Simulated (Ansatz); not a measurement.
Species: sum formula MgO$_{2}$H$_{2}$, charge 0, multiplicity 1. SMILES: [OH][Mg][OH]
Geometry from a B3LYP-D3(BJ)/def2-TZVP (Ansatz, a first-principles code) optimisation:
```xyz
5

Mg     0.0004     0.0016     0.0001
O     -0.1688    -0.0543     1.7626
O      0.1669     0.0477    -1.7630
H      0.1455    -0.1716     2.6519
H     -0.1357     0.2061    -2.6500
```
Charge 0, spin multiplicity 1.

Atomisation energy built up term by term with Ansatz (kcal/mol; UHF references for open shells; valence terms freeze the core; atomic spin-orbit terms are left out; no core correlation term is included; no scalar relativity (X2C) term is included). CBS(X,Y): correlation extrapolated as X^-3; Hartree-Fock from the larger set.

```
term                                   basis  kcal/mol
----------------  --------------------------  --------
Hartree-Fock                      def2-QZVPP    263.25
CCSD correlation  CBS(def2-TZVPP,def2-QZVPP)    130.05
(T)               CBS(def2-TZVPP,def2-QZVPP)      9.32
sum: De                                          402.6
```

(T) makes 2.3 % of the CCSD(T) atomisation energy; under 5 % is typical of single-reference molecules.
